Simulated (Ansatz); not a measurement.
Consider the redistribution: `[In][I]` + `[OH][GeH2][F]` → `[F][In]` + `[OH][GeH2][I]`.

Gas-phase electronic energies from Ansatz, PBE0-D4/def2-TZVP geometries. CCSD(T)/CBS adds triple-zeta CCSD(T) − MP2 to the extrapolated MP2 energy (def2 sets, frozen cores). DFT in def2-TZVPP. B3LYP here is the variant with VWN-RPA as its local correlation; programs differ in this. Elements past krypton have def2 core potentials. For Ge, I, In outer-core shells are correlated without core-valence functions, which leaves a few kJ/mol of doubt a bond. Scalar relativity is left out up to krypton. One conformer a species, not always the lowest.

`[In][I]`:

Z-matrix (Å, degrees):
```
In
I 1 2.771
```

`[OH][GeH2][F]`:

Cartesian coordinates in Å:
```
O -0.643 0.779 0.936
Ge 0.050 -0.393 -0.180
F 0.104 0.346 -1.753
H -0.086 1.546 1.082
H 1.510 -0.720 0.159
H -0.935 -1.558 -0.245
```

`[F][In]`:

Cartesian coordinates in Å:
```
F -0.021 0.994 0.073
In 0.021 -0.994 -0.073
```

`[OH][GeH2][I]`:

Cartesian coordinates in Å:
```
O 0.360 1.086 0.879
Ge -0.131 0.002 -0.429
I -1.062 -2.125 0.543
H 0.999 0.689 1.477
H 1.071 -0.400 -1.297
H -1.237 0.748 -1.173
```

Question: Is it downhill or uphill in electronic energy at CCSD(T)/CBS, and by how much? (Best estimate.)

Answer: Computed: Uphill: ΔE = +0.56 eV.

Question: What do these levels give: r2SCAN-D4, ωB97X-V, B2PLYP, PBE-QIDH, B3LYP, r2SCANh, LC-ωPBE, CCSD(T)/def2-TZVPP, HF/def2-QZVPP, MP2/def2-QZVPP, SCS-MP2/def2-QZVPP, CCSD/CBS(def2)? (Estimate.)

Answer: The calculation gave: r2SCAN-D4 0.54, ωB97X-V 0.54, B2PLYP 0.59, PBE-QIDH 0.63, B3LYP 0.57, r2SCANh 0.58, LC-ωPBE 0.51, CCSD(T)/def2-TZVPP 0.61, HF/def2-QZVPP 0.82, MP2/def2-QZVPP 0.59, SCS-MP2/def2-QZVPP 0.61, CCSD/CBS(def2) 0.59 eV.

Largest T1 diagnostic among the species: 0.018.

Leaving LDA and LC-ωPBE aside and taking each functional with its dispersion term where it has one, the values, not all of them listed here, spread over 0.23 eV, from revPBE-D4 to BHLYP-D4. At CCSD(T), def2-SVP lies +0.18 eV from the extrapolated value and def2-TZVPP +0.05 eV. From BLYP to BHLYP (50 % exact exchange), in def2-TZVPP and without D4, ΔE moves by +0.18 eV.
